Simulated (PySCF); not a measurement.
## NMR data sheet: C₅H₁₁NSi₂

```yaml
Formula: C5H11NSi2
SMILES: C/C=C\[Si@@H]1C=C[SiH2]N1
Point_group_of_the_computed_structure: C1
Degrees_of_unsaturation: 3
Carbon_signals: 5
Proton_signals: 9
```

Bonds (- single, = double, # triple, : aromatic): C1-C2, C2=C3, C3-Si4, Si4-C5, C5=C6, C6-Si7, Si7-N8, N8-Si4. C1 carries H9, H10, H11; C2 carries H12; C3 carries H13; Si4 carries H14; C5 carries H15; C6 carries H16; Si7 carries H17, H18; N8 carries H19. Stereochemistry as in C/C=C\[Si@@H]1C=C[SiH2]N1. H17 is cis to C3 on the ring; H18 is trans to C3 on the ring.

One computed conformer, equivalent nuclei averaged, gas phase, non-relativistic. σ from GIAO-PBE0/pcSseg-1; GFN2-xTB geometry; PySCF.

Chemical shifts δ = σref − σ; 1H (σ = 31.72 ppm), 13C (σ = 186.93 ppm), 29Si (σ = 349.16 ppm) against TMS; 15N (σ = 267.73 ppm) against NH3, all at this level.

| carbon | δC, type | δH (multiplicity) | HMBC from (2–3 bonds) | span of the C tensor (ppm) |
| --- | --- | --- | --- | --- |
| C1 | 23.7, CH3 | 1.86 (d) | H12, H13 | 31 |
| C2 | 160.2, CH | 6.96 (m) | H13, H14, H9/H10/H11 | 255 |
| C3 | 129.6, CH | 5.82 (m) | H15, H12, H14, H9/H10/H11 | 209 |
| C5 | 161.1, CH | 7.64 (m) | H16, H13, H14, H17, H18 | 262 |
| C6 | 154.3, CH | 7.40 (m) | H15, H14, H17, H18 | 252 |

Other nuclei:
| atoms | nucleus | environment | δ (ppm) | σ (ppm) |
| --- | --- | --- | --- | --- |
| H14 | 1H | hydrogen on a silicon bonded to 2 C, N, in a 5-membered ring | 5.47 | 26.25 |
| H17 | 1H | hydrogen on a silicon bonded to C, N, in a 5-membered ring | 5.38 | 26.34 |
| H18 | 1H | hydrogen on a silicon bonded to C, N, in a 5-membered ring | 5.32 | 26.39 |
| H19 | 1H | hydrogen on a nitrogen bonded to 2 Si, in a 5-membered ring | -0.42 | 32.14 |
| Si4 | 29Si | silicon bonded to 2 C, N, H, in a 5-membered ring | -21.8 | 371.0 |
| Si7 | 29Si | silicon bonded to C, N, 2 H, in a 5-membered ring | -31.0 | 380.2 |
| N8 | 15N | nitrogen bonded to 2 Si, H, in a 5-membered ring | 10.2 | 257.5 |

- Carbon types of the structure: 4 × CH, 1 × CH3, leaving 4 H on heteroatoms.
- δC 161.1, 160.2, 154.3, 129.6: alkene CH; the olefinic region.
- δC 23.7: allylic methyl carbon; aliphatic region, no heteroatom directly attached.
- δH 7.64, 7.40, 6.96, 5.82: hydrogen on an alkene CH; a vinylic proton, deshielded by the sp2 carbon and the C=C anisotropy.
- δH 1.86: hydrogen on an allylic methyl carbon; allylic position.
- δH -0.42: hydrogen on a nitrogen bonded to 2 Si, in a 5-membered ring; labile proton, position sensitive to the medium.

The OH or NH signal is concentration- and solvent-dependent in practice; the value given is the gas-phase one. Shifts are as computed. Against solution values, carbons near 30 ppm lie about +3 ppm off and those near 130 ppm about +5 ppm. Of 1211 compounds with measured shifts, 218 miss one by over three times the rms of a fit or turn the order of signals round; such compounds aren't used in these exercises. Experimental scales use liquid or dissolved standards, which lie at an offset from isolated NH3 (liquid NH3: subtract about 20 ppm). Multiplicities follow the n + 1 count of equivalent neighbours, as no J values were calculated; m marks all less simple cases, F and P coupling included.
